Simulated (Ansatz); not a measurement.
Ansatz (a quantum-chemistry and plane-wave program) input:

Ansatz 0.2 input:
```yaml
crystal:
  periodic: [false, false, false]
  atoms:
    - {symbol: C, position_ang: [-0.00000000, -0.00000000, -1.83145497]}
    - {symbol: I, position_ang: [0.00000000, 0.00000000, 0.20733452]}
basis:
  gaussian:
    orbitals: def2-TZVPD
hamiltonian:
  xc: {name: PBE0}
magnetization: {spin_polarized: true, initial_magnetization: 1}
output: {forces: true}
```

Problem. What final total energy does it print?

Solution. -335.61280 Eh (PBE0/def2-TZVPD). The basis has 96 functions.
